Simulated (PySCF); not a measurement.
## How methods differ on the ionisation energy of Fe⁺

Fe⁺ [Ar] 3d6 4s1 (6D) → Fe²⁺ [Ar] 3d6 (5D), as a difference of total energies. Calculation: PySCF 2.14, in aug-cc-pVDZ-DK; scalar relativity by spin-free X2C-1e. Correlated levels: valence: [Ar] frozen. The calculations carry no spin-orbit coupling.

| method | ionisation energy (eV) | error (eV) |
| --- | --- | --- |
| UHF | 15.333 | -0.866 |
| LDA | 17.028 | +0.829 |
| PBE | 16.791 | +0.592 |
| PBE0 | 16.484 | +0.285 |
| r2SCAN | 16.668 | +0.469 |
| M06 | 16.138 | -0.061 |
| r2SCANh | 16.579 | +0.380 |
| BHandHLYP | 16.181 | -0.018 |
| HSE06 | 16.551 | +0.352 |
| MP2 (valence) | 15.891 | -0.308 |
| SCS-MP2 (valence) | 15.658 | -0.541 |

Reference: 16.199 eV (measured; NIST Atomic Spectra Database, ionization energies).

Errors of the correlated levels include the incompleteness of this basis and the frozen core.
